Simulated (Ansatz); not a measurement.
`N[Si]([O])(Cl)Cl` radical. Charge 0, multiplicity 2. Geometry: relaxed with PBE0-D4/def2-TZVP. It is one conformer, not always the lowest.

```xyz
7

N    -0.154   -0.933    0.506
Si    0.131    0.552   -0.286
O    -1.325    0.834   -0.926
Cl    0.705    1.956    1.060
Cl    1.592    0.325   -1.675
H    -0.248   -1.780   -0.034
H    -0.700   -0.953    1.355
```

Question: What is the dipole moment at PBE/def2-TZVPP? (An estimate is asked.)

Answer: The calculation gave: 3.40 D, with components (0.28, -2.87, 1.80) D in this frame, pointing from negative to positive charge.

Question: And with r2SCAN, B3LYP, ωB97M-V? (An estimate is asked.)

Answer: The calculation gave: r2SCAN 3.13 D, B3LYP 2.97 D, ωB97M-V 2.47 D.

Question: Give the Mulliken charges with PBE, ωB97M-V, r2SCAN in def2-TZVPP. (An estimate is asked.)

Answer: Computed: 
```
atom    PBE  ωB97M-V  r2SCAN
  N1  -0.27    -0.30   -0.33
 Si2   0.60     0.66    0.76
  O3  -0.33    -0.29   -0.35
 Cl4  -0.19    -0.18   -0.22
 Cl5  -0.19    -0.18   -0.22
  H6   0.19     0.15    0.18
  H7   0.19     0.15    0.18
```

B3LYP here is the variant with VWN-RPA as its local correlation; programs differ in this.
